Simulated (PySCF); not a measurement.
**Computed structure and properties of [ReO(OH)3]2+**

System: [ReO(OH)3]2+ (singlet); start: template (C1). Method: PySCF 2.14.0, RKS PBE, Re def2-SVP with ECP60, O def2-SVP, H def2-SVP; non-relativistic Hamiltonian with scalar-relativistic core potentials where named; density fitting; no spin-orbit coupling.

Input of the relaxation:

```python
mol = gto.M(atom='''
Re     0.01741     0.01571     0.01797
O      0.87191     0.87021     0.87247
O     -0.99869    -1.00039     1.03407
H     -1.80409    -1.37719     1.41087
O      1.03351    -1.00039    -0.99813
H      1.26741    -1.66289    -1.66063
O     -0.99869     1.03181    -0.99813
H     -1.23259     1.69431    -1.66063''',
    basis={'Re': 'def2-SVP', 'O': 'def2-SVP', 'H': 'def2-SVP'},
    ecp={'Re': 'def2-SVP'},
    charge=2, spin=0)
mf = dft.RKS(mol, xc='PBE')
mf.grids.atom_grid = (50, 194)
mf = mf.density_fit()  # fitting sets: Re def2-universal-JKFIT, O def2-universal-JKFIT, H def2-universal-JKFIT
mf.conv_tol = 1e-08; mf.max_cycle = 55
mf.kernel(dm0)  # dm0: converged density of the start geometry
# quasi-Newton relaxation in Cartesian coordinates to a largest gradient under 0.00045 Eh/bohr, steps kept in the point group
```

Run from Python with OMP_NUM_THREADS=2; the lines above give its settings. Where DIIS fails, smearing, a level shift and second-order steps follow.
It took 2.2 min on 2 threads of Arm Neoverse V1, on a shared host, from the converged density of the start.

Course of the relaxation:

```tsv
step	energy above end (eV)	largest force component within the symmetry (eV/Å)
0	1.9858	11.890
1	0.5820	3.638
2	0.2446	1.624
3	0.1570	0.720
4	0.1444	0.370
5	0.1260	0.526
6	0.1073	0.454
7	0.0853	0.685
25	0.0018	0.058
26	0.0011	0.040
27	0.0005	0.042
28	0.0002	0.019
29	0.0001	0.030
30	0.0000	0.016
```
(The steps between are left out.)

Relaxed geometry (C3v):

```xyz
8

Re   -0.1261   -0.0915   -0.1450
O     0.9008    0.7733    0.8416
O    -1.2516   -1.0168    0.8769
H    -1.6337   -1.3290    1.7509
O     0.8492   -1.1904   -1.1486
H     1.7024   -1.6000   -1.4832
O    -1.0245    1.0558   -1.1668
H    -1.2603    1.9698   -1.5079
```

| contact | Å |
| --- | --- |
| Re1–O2 (O) | 1.666 |
| Re1–O3 (OH) | 1.780 |
| Re1–O5 (OH) | 1.779 |
| Re1–O7 (OH) | 1.780 |

On the finer grid (75, 302):

```yaml
HOMO: -20.82 eV
LUMO: -16.20 eV
Dipole_about_the_centre_of_mass: 1.28 D
Set_of_Mulliken_populations_of_Re1_outside_the_core_potential: s 2.37, p 6.32, d 4.54, f 0.22
D3_BJ_dispersion_energy_not_in_the_energies: -0.151 eV
```

```csv
atom,Mulliken (e),Löwdin (e),spin (e)
Re1,1.54,0.78,0.00
O2,-0.01,0.18,0.00
O3,-0.21,0.10,0.00
H4,0.36,0.24,0.00
O5,-0.21,0.10,0.00
H6,0.36,0.24,0.00
O7,-0.21,0.10,0.00
H8,0.36,0.24,0.00
```

On the grid (50, 194), as all that follows. Harmonic modes: a minimum; lowest 191 cm⁻¹ (negative: unstable), highest 3419 cm⁻¹, zero-point energy 1.070 eV.

Rigid scan of O along the line from its metal:

```csv
distance to O2 (Å),energy (eV)
1.37,5.070
1.47,1.834
1.57,0.376
1.67,0.000
1.77,0.260
1.87,0.872
1.97,1.659
2.12,2.941
```

Taking off one OH (charge -1, singlet; the rest: singlet) in vacuum, both parts rigid, costs 29.08 eV; the small basis without counterpoise inflates it. Most of it is the attraction of opposite charges; other ways to part are cheaper, and one spin state was tried for the rest.

Rigid scan of OH along the line from its metal:

| distance to O3 (Å) | energy (eV) |
| --- | --- |
| 1.48 | 3.474 |
| 1.58 | 1.270 |
| 1.68 | 0.263 |
| 1.78 | 0.000 |
| 1.88 | 0.185 |
| 1.98 | 0.626 |
| 2.18 | 1.814 |

One start shape was tried, so this needn't be the lowest isomer.
